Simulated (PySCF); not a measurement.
# What a mistake does to a calculation on BGeH3OSi

Calculated results; nothing here was measured. The program is PySCF 2.14.0, an open-source quantum chemistry code, run on an isolated molecule that a program drew, which may never have been made. The molecule is BGeH3OSi (charge 0, singlet), drawn as the SMILES string `O=[B][GeH2][SiH]`.

Each row is a Hartree-Fock (HF) and frozen-core CCSD(T) single point in the cc-pV(D+d)Z basis, meant for a local HF minimum. Run 1 is clean. Each other run has one planted mistake out of seven kinds, and not every kind appears here: one electron removed, one electron added, multiplicity raised by two, geometry at a saddle point, minimal basis STO-3G, one bond length entered in bohr, all coordinates scaled. The reference is restricted for singlets and unrestricted otherwise, and also for a bond in bohr. Adding or removing an electron swaps singlet and doublet. Electrons count all cores. HOMO and LUMO are orbital energies over both spins, the gradient is its largest component, and the lowest frequency (negative if imaginary) is given only where the gradient is small. Bond lengths are over the 6 bonds as drawn. T1 is the CCSD diagnostic: over 0.02 (restricted) or 0.045 (unrestricted) a single reference is doubtful. Germanium has the cc-pVDZ-PP basis, with a core potential (ECP10MDF) in place of its 10 inner electrons, and its 3s, 3p and 3d shells are frozen in CCSD(T).

Geometry of the clean run:
```xyz
7
BGeH3OSi, angstrom
O    -0.9446   -3.6807   -0.9072
B    -0.5697   -2.5600   -1.0244
Ge    0.1391   -0.6375   -1.3033
Si    1.9847   -0.6755   -2.9407
H    -1.0613    0.2096   -1.7344
H     0.6120   -0.1474    0.0709
H     2.8034   -1.5743   -2.0408
```

```
run,electrons,basis functions,<S^2>,HOMO (eV),LUMO (eV),gradient (hartree/bohr),lowest frequency (cm^-1),mean bond (Å),longest bond (Å),T1,HF (hartree),CCSD(T) (hartree),mistake
1,62,89,0.000,-9.26,-0.53,3.2e-05,61,1.7167,2.468,0.0193,-683.60456,-684.09744,no fault
2,62,89,2.009,-8.87,-0.76,3.4e-02,-,1.7167,2.468,0.0217,-683.58819,-684.06062,multiplicity raised by two
3,62,89,0.000,-9.30,-0.59,4.3e-02,-,1.7528,2.519,0.0201,-683.60163,-684.09795,?
4,61,89,0.772,-16.99,-7.35,4.1e-02,-,1.7167,2.468,0.0241,-683.30089,-683.76771,?
```

**Which mistake was planted in run 3, and what did it cost?**

The mean and the longest bond both change by the same factor, 1.021, and the gradient is no longer small. So the mistake is: all coordinates scaled. Subtracting run 1 and multiplying by 627.51 kcal/mol a hartree, the energy moved by 1.8 kcal/mol in HF and -0.3 kcal/mol in CCSD(T).

**Which mistake was planted in run 4, and what did it cost?**

It counts 61 electrons, one fewer than the clean run, at the same geometry and basis. So the mistake is: one electron removed. Subtracting run 1 and multiplying by 627.51 kcal/mol a hartree, the energy moved by 190.6 kcal/mol in HF and 206.9 kcal/mol in CCSD(T).

Cautions from the logs. Run 3: T1 is over the limit, so its CCSD(T) energy is less reliable.
